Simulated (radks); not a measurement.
Results of a calculation; reference values are marked as such.
Trend from Zr4+ to Cd4+: ionisation energy by Delta-SCF between NIST ground configurations, and size. Level of theory: scalar-relativistic Kohn-Sham, SCAN, spin-polarised, spherical densities, finite nucleus; open shells are filled with parallel spins first (spin-orbit coupling, left out, can overturn this in heavy ions); meta-GGA in the generalised Kohn-Sham scheme; Fermi nuclear charge, rms radius of each element as measured or else 0.836 A^(1/3) + 0.57 fm (a radial shooting solver on a logarithmic mesh with Libxc functionals).

species  configuration  configuration of the ion  IE (eV)  NIST (eV)       kind  outermost  <r> outermost (bohr)  r at 0.001 e/bohr^3 (bohr)
Zr4+              [Kr]         [Ar] 3d10 4s2 4p5   81.277      80.35  semi-emp.         4p                  1.31                        2.88
Nb4+          [Kr] 4d1                      [Kr]   49.951     50.573       exp.         4d                  1.60                        2.98
Mo4+          [Kr] 4d2                  [Kr] 4d1   53.926      54.42  semi-emp.         4d                  1.51                        3.01
Tc4+          [Kr] 4d3                  [Kr] 4d2   57.628         57     theory         4d                  1.43                        3.01
Ru4+          [Kr] 4d4                  [Kr] 4d3   61.220         59     theory         4d                  1.36                        2.98
Rh4+          [Kr] 4d5                  [Kr] 4d4   64.742         63     theory         4d                  1.29                        2.94
Pd4+          [Kr] 4d6                  [Kr] 4d5   62.170         61     theory         4d                  1.25                        2.91
Ag4+          [Kr] 4d7                  [Kr] 4d6   66.191         65     theory         4d                  1.20                        2.88
Cd4+          [Kr] 4d8                  [Kr] 4d7   69.982         68     theory         4d                  1.15                        2.84

Reference values: NIST Atomic Spectra Database (exp. = measured, semi-emp. = semi-empirical, theory = theoretical value adopted there). Open shells are spherical and high-spin; term and fine-structure splittings are not resolved.
